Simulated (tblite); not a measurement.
A geometry optimisation, step by step.

C5H10AlB.
Atom-mapped SMILES: `[BH2:1][C@H:2]([AlH2:3])[C:4](=[CH2:5])[CH:6]=[CH2:7]` (hydrogens: H8, H9 on B1; H10 on C2; H11, H12 on Al3; H13, H14 on C5; H15 on C6; H16, H17 on C7)

Computed with GFN2-xTB (tblite), gas phase: L-BFGS steps from a force-field or distance-geometry start until the largest atomic force falls under 0.01 eV/Å. 7 of its 139 geometries are shown.

Step 0: E = -489.7579 eV, largest atomic force 1.635 eV/Å
```
atom  x, y, z in Å  |  force x, y, z in eV/Å
B1     -1.823   -1.112    0.584   -0.798   0.750   1.214
C2     -0.765    0.067    0.405    0.061  -0.268  -0.205
Al3    -1.284    1.032   -1.238   -0.629   0.749  -0.526
C4      0.608   -0.502    0.271    0.328  -1.200   0.483
C5      0.760   -1.844    0.322   -0.039   0.318  -0.149
C6      1.797    0.314    0.108   -0.203   0.458   0.042
C7      1.775    1.639    0.058   -0.266   0.643  -0.022
H8     -2.791   -1.100   -0.097    0.280  -0.427  -0.181
H9     -1.938   -1.590    1.672    0.143  -0.143  -0.492
H10    -0.840    0.736    1.286    0.244  -0.182  -0.132
H11    -2.161    0.271   -2.371    0.481   0.314   0.305
H12    -1.225    2.631   -1.282    0.042  -0.466  -0.179
H13     1.742   -2.300    0.229   -0.327  -0.022  -0.029
H14    -0.111   -2.491    0.438    0.454   0.147  -0.078
H15     2.742   -0.197    0.024    0.057  -0.205   0.016
H16     2.664    2.245   -0.052   -0.062  -0.180  -0.021
H17     0.844    2.212    0.150    0.236  -0.285  -0.046
```

Step 23: E = -490.1233 eV, largest atomic force 0.176 eV/Å
```
atom  x, y, z in Å  |  force x, y, z in eV/Å
B1     -1.928   -1.016    0.767    0.050   0.017  -0.018
C2     -0.805    0.048    0.422    0.041  -0.092   0.044
Al3    -1.221    1.162   -1.222   -0.009  -0.010   0.056
C4      0.558   -0.583    0.272    0.037   0.010  -0.046
C5      0.785   -1.902    0.257   -0.054   0.027  -0.014
C6      1.707    0.304    0.123    0.023   0.053   0.112
C7      1.644    1.627    0.026   -0.009   0.016  -0.070
H8     -2.725   -1.314   -0.048    0.067  -0.092   0.130
H9     -1.960   -1.477    1.849   -0.132   0.028  -0.113
H10    -0.708    0.709    1.305    0.037   0.030  -0.066
H11    -1.918    0.468   -2.425    0.056  -0.023  -0.012
H12    -1.115    2.704   -1.395    0.036  -0.033   0.054
H13     1.791   -2.288    0.160   -0.114  -0.017  -0.038
H14    -0.010   -2.623    0.332   -0.014  -0.004   0.020
H15     2.671   -0.190    0.105   -0.011   0.008  -0.042
H16     2.530    2.228   -0.087   -0.010   0.031  -0.006
H17     0.697    2.155    0.065    0.004   0.052   0.010
```

Step 46: E = -490.4644 eV, largest atomic force 0.228 eV/Å
```
atom  x, y, z in Å  |  force x, y, z in eV/Å
B1     -1.948   -0.973    0.886   -0.120  -0.045  -0.001
C2     -0.809    0.024    0.624   -0.075  -0.173   0.128
Al3    -1.093    1.096   -1.086    0.119  -0.080  -0.083
C4      0.508   -0.580    0.237    0.052  -0.035  -0.046
C5      0.707   -1.898    0.097    0.067  -0.025  -0.112
C6      1.638    0.310    0.022    0.158   0.159   0.003
C7      1.589    1.641    0.011    0.015   0.092  -0.176
H8     -2.074   -1.919    0.198   -0.161   0.093   0.078
H9     -2.657   -0.821    1.803   -0.203   0.058  -0.030
H10    -0.673    0.761    1.434    0.090  -0.016  -0.113
H11    -1.273    0.389   -2.463    0.062  -0.051   0.138
H12    -1.253    2.625   -1.187   -0.060   0.104   0.078
H13     1.663   -2.296   -0.205    0.041   0.046   0.027
H14    -0.076   -2.617    0.249    0.057  -0.002   0.039
H15     2.590   -0.185   -0.133   -0.018   0.043  -0.041
H16     2.468    2.237   -0.172    0.044  -0.042   0.019
H17     0.687    2.220    0.190   -0.069  -0.127   0.093
```

Step 69: E = -490.6404 eV, largest atomic force 0.132 eV/Å
```
atom  x, y, z in Å  |  force x, y, z in eV/Å
B1     -2.041   -0.888    0.924   -0.023   0.042  -0.052
C2     -0.767   -0.079    0.715    0.001  -0.038   0.032
Al3    -0.907    1.048   -0.990    0.012   0.019   0.015
C4      0.540   -0.638    0.266   -0.055  -0.115   0.034
C5      0.769   -1.938    0.021    0.011  -0.036  -0.018
C6      1.596    0.318   -0.052   -0.028  -0.054  -0.035
C7      1.474    1.650   -0.036    0.027  -0.031  -0.017
H8     -2.204   -1.963    0.483    0.011   0.022  -0.001
H9     -2.926   -0.372    1.501    0.003  -0.063   0.056
H10    -0.604    0.705    1.471   -0.036   0.028  -0.008
H11    -0.718    0.322   -2.348    0.038   0.042   0.030
H12    -1.429    2.506   -0.993    0.011  -0.004  -0.038
H13     1.721   -2.287   -0.349   -0.008   0.043   0.032
H14     0.021   -2.692    0.192    0.008   0.072   0.028
H15     2.527   -0.113   -0.390    0.078  -0.062  -0.081
H16     2.302    2.271   -0.333   -0.003   0.091   0.017
H17     0.637    2.162    0.423   -0.045   0.045   0.008
```

Step 92: E = -490.6620 eV, largest atomic force 0.048 eV/Å
```
atom  x, y, z in Å  |  force x, y, z in eV/Å
B1     -2.049   -0.908    0.922   -0.015  -0.007   0.018
C2     -0.794   -0.071    0.707    0.022   0.009  -0.020
Al3    -0.857    1.092   -0.989    0.004  -0.015  -0.001
C4      0.510   -0.634    0.247    0.048  -0.002   0.002
C5      0.753   -1.941    0.065   -0.008  -0.010  -0.002
C6      1.560    0.314   -0.121    0.010   0.023  -0.003
C7      1.458    1.648   -0.049   -0.022   0.022   0.006
H8     -2.207   -1.948    0.404   -0.003  -0.007  -0.014
H9     -2.902   -0.487    1.610   -0.009   0.005  -0.012
H10    -0.622    0.693    1.481   -0.016   0.017   0.024
H11    -0.539    0.390   -2.333   -0.017   0.012  -0.012
H12    -1.420    2.531   -1.032    0.013   0.010   0.004
H13     1.703   -2.295   -0.301    0.007   0.006   0.007
H14     0.015   -2.685    0.299   -0.007  -0.027   0.015
H15     2.463   -0.123   -0.531   -0.021   0.005  -0.006
H16     2.271    2.288   -0.353   -0.013  -0.015  -0.007
H17     0.650    2.149    0.478    0.026  -0.024   0.001
```

Step 115: E = -490.6695 eV, largest atomic force 0.018 eV/Å
```
atom  x, y, z in Å  |  force x, y, z in eV/Å
B1     -2.058   -0.915    0.863    0.005   0.003  -0.014
C2     -0.795   -0.076    0.705    0.002  -0.009   0.006
Al3    -0.849    1.117   -0.972    0.003  -0.001   0.012
C4      0.515   -0.641    0.256   -0.007   0.004  -0.003
C5      0.782   -1.950    0.152    0.003   0.001   0.014
C6      1.533    0.310   -0.183   -0.006   0.005  -0.005
C7      1.446    1.643   -0.056    0.014   0.000   0.002
H8     -2.200   -1.934    0.298    0.000  -0.007   0.004
H9     -2.936   -0.511    1.530    0.001   0.001  -0.002
H10    -0.639    0.670    1.501   -0.002  -0.012   0.001
H11    -0.628    0.415   -2.338   -0.001   0.013   0.004
H12    -1.313    2.592   -0.983   -0.007   0.002  -0.003
H13     1.736   -2.303   -0.207   -0.007  -0.004   0.002
H14     0.071   -2.697    0.457   -0.006   0.005   0.000
H15     2.389   -0.118   -0.690    0.011   0.004   0.002
H16     2.233    2.289   -0.408    0.010   0.000  -0.015
H17     0.707    2.121    0.579   -0.014  -0.007  -0.005
```

Step 138: E = -490.6710 eV, largest atomic force 0.009 eV/Å
```
atom  x, y, z in Å  |  force x, y, z in eV/Å
B1     -2.055   -0.917    0.826   -0.001  -0.002   0.000
C2     -0.789   -0.078    0.704   -0.001   0.001  -0.001
Al3    -0.862    1.144   -0.949   -0.007   0.003  -0.004
C4      0.523   -0.645    0.263    0.006  -0.001   0.005
C5      0.792   -1.956    0.196    0.004   0.000   0.003
C6      1.539    0.299   -0.196    0.002   0.000  -0.005
C7      1.452    1.633   -0.086   -0.001   0.001   0.002
H8     -2.185   -1.929    0.246   -0.003   0.000  -0.002
H9     -2.946   -0.522    1.482   -0.003   0.002   0.003
H10    -0.641    0.652    1.516    0.006   0.000   0.002
H11    -0.652    0.479   -2.333    0.001  -0.001  -0.003
H12    -1.352    2.612   -0.927    0.001  -0.004   0.003
H13     1.743   -2.319   -0.159    0.008  -0.001   0.002
H14     0.082   -2.694    0.523   -0.009   0.000  -0.003
H15     2.394   -0.136   -0.699   -0.004   0.002  -0.002
H16     2.236    2.275   -0.453    0.002  -0.001   0.004
H17     0.715    2.115    0.549   -0.001   0.002  -0.003
```

**Question.** Summarise the path.

**Answer.** The energy falls by 88.10 kJ/mol from step 0 to step 138; nine tenths of that is first reached at step 55. It falls at every step. The largest force goes from 1.635 to 0.009 eV/Å. Among the bonds C2–Al3 changes most, from 1.975 to 2.057 Å; the atoms move by 0.694 Å rms after alignment.

The cost below is that of the whole relaxation. The run took 1.0 s of wall time on Arm Neoverse V1, one thread, no GPU (shared host).
